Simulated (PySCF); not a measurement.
A structure optimised at B3LYP-D3(BJ)/def2-SVP, used in a PySCF frequency run:

```
Ti
O 1 1.7753
H 2 0.9656 1 132.45
O 1 1.7753 2 109.77 3 -137.23
H 4 0.9656 1 132.45 2 -16.50
O 1 1.7753 2 109.77 3 -16.50
H 6 0.9656 1 132.45 2 -137.23
Br 1 2.3985 2 109.18 3 103.14
```
Charge 0, spin multiplicity 1.

Task: Write its SMILES, formula and point group.

Result: [OH][Ti]([OH])([OH])[Br], BrH3O3Ti, C3

Task: What are its rotational constants (standard atomic weights)?

Result: 3.3342, 1.2329, 1.2329 GHz
